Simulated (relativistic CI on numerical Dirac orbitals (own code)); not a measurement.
Calculated at this level of theory: Dirac-Coulomb-Breit CI, separate exchange-only KLI orbitals for each configuration, a model potential for QED, unscaled Slater integrals (own radial code, finite nucleus).

CI space (outside the closed core [Ne]): 3s²3p⁴, 3s3p⁵, 3p⁶, 3s²3p³3d, 3s3p⁴3d, 3p⁵3d, 3s3p³3d², 3s²3p³4s, 3s²3p³4p, 3s²3p²3d4p, 3p⁵4s, 3p⁵4p, 3s²3p³4d, 3s3p³3d4s, 3s3p⁴4s, 3s²3p³4f, 3s3p⁴4p, 3s²3p³5s, 3s3p⁴4d, 3p⁴3d4p, 3s²3p³5p, 3s²3p²4s4p, 3s²3p³5d, 3s3p⁴4f, 3s²3p³5f, 3s²3p³5g, 3s²3p³6s, 3s3p³4s², 3s²3p³6p, 3s²3p²3d², 3s²3p3d³, 3s3p²3d³, 3s²3p3d²4s, 3s²3p3d²4p, 3s²3p3d²4d, 3p⁴3d², 3p³3d³, 3p³3d²4s, 3p³3d²4p, 3p³3d²4d, 3s²3p²3d4s, 3s3p²3d²4s, 3s²3p3d4s², 3s²3p3d4s4p, 3s²3p3d4s4d, 3p⁴3d4s, 3p³3d4s², 3p³3d4s4p, 3p³3d4s4d, 3s²3p²4s², 3s3p²3d4s², 3s²3p4s²4p, 3s²3p4s²4d, 3s²3p²4p², 3s²3p3d4p², 3s3p²3d4p², 3s²3p4s4p², 3s²3p4p³, 3s²3p4p²4d. Double excitations out of closed p, d and f shells are left out; levels of such configurations are missing from the list, as are those of other unlisted configurations, and high levels can miss mixing partners. These lack a partner that the ground configuration has and come out too high: 3s²3p³4f, 3s3p⁴4p, 3s²3p³5s, 3s3p⁴4d, 3s²3p³5p.

At this charge energies of transitions that change n are usually good to better than 1 %, and those within a shell (Δn = 0) to a few per cent.

Outline of the computed level scheme of Fe XI. Lowest level of each configuration: 3s²3p⁴ ³P2 at 0.0000 eV; 3s3p⁵ ³P°2 at 35.0060 eV; 3s²3p³3d ⁵D°0 at 48.0689 eV.

Some strong electric-dipole decays among the lowest 45 levels: 3s²3p³3d ³D°3 → 3s²3p⁴ ³P2 (1.5e+11 s⁻¹); 3s²3p³3d ³P°0 → 3s²3p⁴ ³P1 (1.3e+11 s⁻¹); 3s²3p³3d ¹D°2 → 3s²3p⁴ ¹D2 (1.1e+11 s⁻¹); 3s²3p³3d ³D°2 → 3s²3p⁴ ³P1 (1.1e+11 s⁻¹); 3s²3p³3d ³P°2 → 3s²3p⁴ ³P2 (9.9e+10 s⁻¹); 3s²3p³3d ³D°1 → 3s²3p⁴ ³P0 (8.2e+10 s⁻¹); 3s²3p³3d ³P°1 → 3s²3p⁴ ³P2 (7.0e+10 s⁻¹); 3s²3p³3d ³D°1 → 3s²3p⁴ ³P1 (5.9e+10 s⁻¹).

LS names give the leading component of a level, which can be under half, so a name can repeat, a term be missing and a line seem to break the LS rules.
